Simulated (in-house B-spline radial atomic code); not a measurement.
Settings and results of a run for Tb IV (Tb3+). Level of theory: scalar-relativistic (X2C) Hartree-Fock, spin-polarised, averaged over the determinants with the given up and down occupations, Fermi nucleus of rms radius 5.06 fm; calculated with a radial B-spline atomic code at the basis-set limit.

Command:
```bash
python run_scf.py task.json out
```
Settings (nuclear radius in fm, mass in u):
```
Z                65
configuration    [Xe] 4f8
hamiltonian      x2c
method           hf
spin_polarised   True
nucleus          fermi
rms_radius       5.06
atomic_mass      158.92535
speed_of_light   137.035999084
```

Output (hartree, bohr):
```
 radial grid: 73 intervals, B-splines of order 8, outer radius 39.1892 bohr

 iter        energy (Eh)    residual
    1      -11659.063327    7.53e-01
    2      -11678.752018    1.09e+00
    3      -11701.355888    2.97e-01
    4      -11702.855882    1.07e-01
    5      -11703.010410    2.15e-02
    6      -11703.018719    1.53e-02
    7      -11703.023523    2.26e-03
    8      -11703.023608    7.89e-04
    9      -11703.023624    5.32e-05
   10      -11703.023624    1.16e-05
   11      -11703.023624    6.67e-07
   12      -11703.023624    7.38e-08

 total energy                    -11703.02362
 kinetic                           12806.1053
 electron-nucleus                 -28759.5546
 electron-electron                  4250.4257

 orbital      occ     eigenvalue          <r>       <r^2>       <1/r>       r_max
 1s up      1.000     -1921.4072    0.0207759 0.000598286     78.5729     0.01279
 1s down    1.000     -1921.4074     0.020776 0.000598287     78.5729     0.01279
 2s up      1.000      -323.9882    0.0907243  0.00978593     18.1756     0.07728
 2s down    1.000      -323.9852    0.0907209  0.00978499     18.1761     0.07728
 2p up      3.000      -288.2935    0.0804716  0.00792388     15.9494     0.06235
 2p down    3.000      -288.2917    0.0804679  0.00792292     15.9498     0.06235
 3s up      1.000       -74.7825     0.238318   0.0650565     6.54161      0.2195
 3s down    1.000       -74.6284     0.237992    0.064864     6.55162      0.2193
 3p up      3.000       -63.5144     0.237152   0.0653136     5.92857      0.2154
 3p down    3.000       -63.3407     0.236691    0.065037     5.93967      0.2153
 3d up      5.000       -48.5515     0.216624   0.0551571     5.55446      0.1765
 3d down    5.000       -48.3655     0.215846    0.054695     5.56915      0.1762
 4s up      1.000       -16.8439     0.541681    0.331047     2.68264      0.5053
 4s down    1.000       -16.4428     0.541145    0.330304     2.68264      0.5046
 4p up      3.000       -13.0403     0.572554    0.372743     2.42334      0.5269
 4p down    3.000       -12.5968     0.572231    0.372193     2.42103      0.5262
 4d up      5.000        -7.6819      0.62329    0.450492     2.12319      0.5484
 4d down    5.000        -7.1069     0.624436    0.452057     2.11403      0.5476
 5s up      1.000        -3.2784      1.31108     1.92812     1.01458       1.179
 5s down    1.000        -3.1417      1.33608     2.00271    0.988909       1.193
 5p up      3.000        -2.2197      1.49878     2.53379    0.867846       1.321
 5p down    3.000        -2.1166      1.53725     2.66556    0.839729       1.345
 4f up      7.000        -1.7775     0.790621     0.78797      1.6131      0.5537
 4f down    1.000        -1.4793     0.834913    0.899468     1.55939      0.5592
```


One-electron X2C: radii and densities carry no picture-change correction, so inner-shell <1/r> comes out high (for 1s by about 2 % at Z = 33, 5 % at 54, 10 % at 75, 30 % at 118) and <r> low.
